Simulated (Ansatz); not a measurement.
`C[Te][AsH]O`, relaxed with RKS PBE-D4/def2-SVP in the Gaussian-basis code of Ansatz from a rough embedded geometry. The force threshold is 0.03 eV/Å; the program also tests the step.

Charge 0, multiplicity 1. Te: def2 effective core potential.

Start:

```xyz
9

C    -1.136   -0.853   -0.058
Te   -0.996    0.738    1.284
As    0.954    1.757   -0.100
O     1.950    0.312    0.134
H    -1.384   -0.547   -1.094
H    -0.184   -1.487   -0.066
H    -1.957   -1.580    0.294
H     0.331    1.326   -1.409
H     2.422    0.333    1.016
```

| step | energy (eV) | largest force (eV/Å) | largest move (Å) |
| --- | --- | --- | --- |
| 1 | -71277.4511 | 2.229 | 0.000 |
| 2 | -71277.7307 | 0.914 | 0.195 |
| 3 | -71277.7629 | 0.566 | 0.093 |
| 4 | -71277.7841 | 0.530 | 0.077 |
| 5 | -71277.7869 | 0.791 | 0.165 |
| 6 | -71277.8014 | 0.093 | 0.083 |
| 7 | -71277.8020 | 0.087 | 0.010 |
| 8 | -71277.8032 | 0.062 | 0.051 |
| 9 | -71277.8042 | 0.036 | 0.035 |
| 10 | -71277.8046 | 0.042 | 0.016 |
| 11 | -71277.8047 | 0.011 | 0.006 |

End:

```xyz
9

C    -1.182   -0.922   -0.076
Te   -1.231    0.895    1.135
As    0.992    1.783    0.056
O     1.990    0.237    0.073
H    -1.639   -0.731   -1.063
H    -0.114   -1.195   -0.172
H    -1.735   -1.710    0.467
H     0.533    1.471   -1.385
H     2.387    0.172    0.965
```

Hardware: 4 threads of a server CPU on a shared host. Wall time 17 s, peak host memory 0.17 GiB.
